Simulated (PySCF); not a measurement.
Computed shifts of a molecule CH5F2NSi2, PBE/pcSseg-1 (PySCF), GIAO, gas phase, atoms alike by connectivity averaged where their shifts nearly agree, in ppm (number of nuclei): ¹⁹F: -216.4 (1), -245.2 (1). ²⁹Si: -23.9 (1), -27.3 (1). ¹³C: 215.6 (1). ¹⁵N: 482.3 (1). ¹H: 10.80 (1), 5.87 (2), 5.30 (2). References: ¹⁹F against CFCl3 (σ = 133.6 ppm); ²⁹Si against TMS (σ = 335.4 ppm); ¹³C against TMS (σ = 182.0 ppm); ¹⁵N against NH3 (σ = 267.0 ppm); ¹H against TMS (σ = 31.49 ppm), references at their B3LYP-D3(BJ)/def2-TZVP geometries, non-relativistic. Geometry optimised at TPSSh-D3(BJ)/def2-SVP. Other conformers were not sampled.

Task: Pick the molecule that these values belong to.
A. F[Si@@H]1C[Si@H](F)N1
B. F[Si@H]1CN[Si@@H]1F
C. F[SiH2]/C=N/[SiH2]F
D. FC1(F)[SiH2]N[SiH2]1

Result: C, F[SiH2]/C=N/[SiH2]F
